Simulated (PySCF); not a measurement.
## A small calculation by hand: chemical shift, span and skew from a shielding tensor

CH3OS, SMILES C[S]=O (connectivity only; charge and spin as stated), charge -1, multiplicity 1. Atoms are numbered in the order given.

```xyz
6

C      0.3379     1.4067     0.0000
S     -0.5453    -0.2070     0.0000
O      0.6447    -1.2931     0.0000
H      0.9767     1.5000     0.8959
H     -0.4144     2.2156     0.0000
H      0.9767     1.5000    -0.8959
```
Charge -1, spin multiplicity 1.

Geometry optimised at B3LYP-D3(BJ)/def2-SVPD. The spin state was assumed, not searched. The isomer is the one that the SMILES or the coordinates give; other isomers of the formula were not compared.

GIAO shieldings from PBE0/pcSseg-2 (PySCF), non-relativistic, no solvent. The symmetric part of the tensor of C1 has the principal values 119.6, 133.7, 178.7 ppm. The same nucleus in TMS has σ = 186.1 ppm at this level (PySCF, at its B3LYP-D3(BJ)/def2-TZVP geometry).

**Question.** Work out the isotropic shielding, the ¹³C shift against TMS, the span and the skew.

**Answer.** 
σ(iso) = (σ11 + σ22 + σ33)/3 = 144.0 ppm. δ = σ(ref) − σ(iso) = 186.1 − (144.0) = 42.1 ppm.
Span Ω = σ33 − σ11 = 59.1 ppm. Skew κ = 3(σ(iso) − σ22)/Ω = 0.52. Tumbling in solution averages the tensor to δ; in a static solid the shielding alone would spread this spin-1/2 line over Ω.
